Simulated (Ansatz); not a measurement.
`C=N[SiH2]CF`. The species carries charge 0 and has multiplicity 1.

Z-matrix (Å, degrees):
```
Si
N 1 1.740
C 1 1.889 2 108.1
H 1 1.486 2 108.3 3 -116.9
H 1 1.493 2 112.5 3 120.9
C 2 1.258 1 123.9 3 -115.9
F 3 1.392 1 110.3 2 67.9
H 3 1.096 1 111.1 2 -172.2
H 3 1.095 1 111.0 2 -52.0
H 6 1.096 2 120.3 1 178.4
H 6 1.102 2 124.2 1 -1.6
```

Task: What are the harmonic wavenumbers in cm⁻¹ at PBE0-D4/def2-TZVP (Ansatz, finite differences of forces, unscaled)? (An estimate is asked.)

Result: The calculation gave: 63, 104, 186, 242, 291, 517, 583, 661, 714, 753, 797, 897, 939, 1063, 1128, 1220, 1249, 1315, 1457, 1519, 1764, 2186, 2232, 2975, 3042, 3071, 3098.

Task: Is this a minimum?

Result: Yes, all 27 modes are real.

Task: Give the ideal-gas thermochemistry at 298.15 K and 1 bar (rigid rotor, harmonic oscillator; point group C1, symmetry number 1).

Result: Zero-point energy 203.7 kJ/mol; H(298) − E = 224.3 kJ/mol; entropy 343.7 J/(mol·K), of which translation 165.1, rotation 111.7, vibration 66.9; G(298) − E = 121.8 kJ/mol. Modes under 100 cm⁻¹ are hindered rotations or soft bends, so the harmonic entropy is rough.

Task: Rotational constants (cm⁻¹)?

Result: 0.2253, 0.08113, 0.06631.
